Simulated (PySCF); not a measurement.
Computed shifts of a molecule C12H10, B3LYP/pcSseg-1 run with PySCF, GIAO, gas phase, equivalent atoms averaged, in ppm (number of nuclei): ¹³C: 151.8 (2), 137.5 (4), 136.2 (4), 136.0 (2). ¹H: 7.84 (4), 7.75 (4), 7.64 (2). References: ¹³C against TMS (σ = 181.3 ppm); ¹H against TMS (σ = 31.68 ppm), references at their B3LYP-D3(BJ)/def2-TZVP geometries, non-relativistic. Geometry optimised at B3LYP-D3(BJ)/def2-SVP. The values are those of a single conformer.

Problem. Identify the compound among the candidates.
A) C=Cc1ccc2ccccc2c1
B) C#C/C(C=C)=C/c1ccccc1
C) c1ccc(-c2ccccc2)cc1
D) C#C/C(=C\C=C)c1ccccc1

Solution. C, c1ccc(-c2ccccc2)cc1
